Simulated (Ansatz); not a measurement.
```xyz
8

B     0.0000    0.0000    0.8809
B     0.0000    0.0000   -0.8809
H     0.9934    0.0000    0.0000
H    -0.9934    0.0000    0.0000
H     0.0000    1.0515    1.4667
H     0.0000   -1.0515    1.4667
H     0.0000    1.0515   -1.4667
H     0.0000   -1.0515   -1.4667
```

Basis set: 6-31G* (spherical functions). Left uncorrelated: 2 orbitals. Charge 0, multiplicity 1.

Computed with Ansatz (development build ahead of 0.2.0); each method stands on the lowest determinant of its kind that the runs found. Restricted open shells among the atoms or ions are ROHF, correlated in semicanonical orbitals with singles.

Q: Give the atomization energy at this shape (free ground-state atoms in the same class of orbitals less the molecule, no zero-point energy) of singlet B₂H₆ by RHF-MP2, RHF.

A:

```json
{"method": "RHF-MP2", "atomization energy": "24.07 eV"}
{"method": "RHF", "atomization energy": "21.27 eV"}
```
